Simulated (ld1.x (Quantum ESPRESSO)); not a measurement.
# What one change does to a pseudopotential (ruthenium, TM)

```
Element                 : Ru (Z = 44)
Generator               : ld1.x (Quantum ESPRESSO) 7.5
Type                    : norm-conserving Troullier–Martins (Kleinman–Bylander form)
Functional              : PBE
Relativity              : fully relativistic
Frozen core             : [Kr]
Valence charge          : 8
Reference configuration : 4d6 5s0 5p0 (charge +2)
Partial waves           : 5p (bound, empty): rc 2.10 bohr; 4d (bound): rc 1.35 bohr; 4f channel at -0.05 Ry: rc 1.90 bohr; 5s (bound, empty): rc 1.95 bohr
Local potential         : the s channel
Core correction         : none
```

Open shells are filled in proportion to 2j + 1 (rel_dist='average').

All-electron outer shells of the reference configuration (PBE, scalar-relativistic, ld1.x):

```json
{"shell": "4p", "level (eV)": "-66.41", "outermost node (bohr)": "0.49", "outermost maximum (bohr)": "0.98"}
{"shell": "4d", "level (eV)": "-24.14", "outermost node (bohr)": "0.48", "outermost maximum (bohr)": "1.20"}
{"shell": "5s", "level (eV)": "-19.07", "outermost node (bohr)": "1.22", "outermost maximum (bohr)": "2.44"}
{"shell": "5p", "level (eV)": "-13.46", "outermost node (bohr)": "1.37", "outermost maximum (bohr)": "2.90"}
```

Change: functional Wu–Cohen.

Cutoffs: the cutoffs (Ry, on a coarse ladder) from which the occupation-weighted sum of valence levels, in a spherical-Bessel basis at the reference potential, stays within 10 and 1 mRy of its value at 400 Ry; they do not see the model core or the augmentation charge, which bear on the density cutoff. Errors are all-electron minus pseudo energies relative to the spin-unpolarised reference configuration.

**Question.** How do hardness, ghosts and transferability respond?

**Answer.** The potential gets neither clearly harder nor softer (55 Ry and 70 Ry → 55 Ry and 70 Ry); both files keep a bound ghost (p); of the 7 tests that both files solve, the error grows in 1 and shrinks in 4 by more than 15 % and 0.3 meV (median size 74.0 → 82.1 meV).

| quantity | base | changed |
| --- | --- | --- |
| cutoff, loose | 55 Ry | 55 Ry |
| cutoff, tight | 70 Ry | 70 Ry |
| bound ghosts | p3/2, p1/2 | p3/2, p1/2 |
| error for 4d7 5s1 5p0, meV [ΔE -25.48 → -25.47 eV] | +56 | +23 |
| error for 4d7 5s0 5p0, meV [ΔE -18.19 eV] | -74 | -82 |
| error for 4d5 5s0 5p0, meV [ΔE 30.62 eV] | -131 | -138 |
| error for 4d6 5s2 5p0, meV [ΔE -23.78 → -23.81 eV] | +168 | +108 |
| error for 4d7 5s0.5 5p0, meV [ΔE -22.62 → -22.60 eV] | -11 | -30 |
| error for 4d6 5s1 5p1, meV [ΔE -19.83 → -19.77 eV] | +114 | +89 |
| error for 4d6 5s1 5p0, meV [ΔE -15.37 → -15.34 eV] | +61 | +47 |
| s: phases at 2.30 bohr within 0.05 rad from the reference energy up to (Ry; the scan ends near 5) | -0.8 | -0.7 |
| p1/2: phases at 2.30 bohr within 0.05 rad from the reference energy up to (Ry; the scan ends near 5) | to the end of the scan | to the end of the scan |
| p3/2: phases at 2.30 bohr within 0.05 rad from the reference energy up to (Ry; the scan ends near 5) | -0.0 | -0.0 |
| d3/2: phases at 2.30 bohr within 0.05 rad from the reference energy up to (Ry; the scan ends near 5) | 0.1 | 0.1 |
| d5/2: phases at 2.30 bohr within 0.05 rad from the reference energy up to (Ry; the scan ends near 5) | 0.1 | 0.1 |
| f5/2: phases at 2.30 bohr within 0.05 rad from the reference energy up to (Ry; the scan ends near 5) | 2.4 | 2.4 |
| f7/2: phases at 2.30 bohr within 0.05 rad from the reference energy up to (Ry; the scan ends near 5) | 2.4 | 2.4 |

 A true bound ghost makes a file unfit for plane-wave use even where its test errors are small: the radial tests pick states by their node count and pass the ghost by.
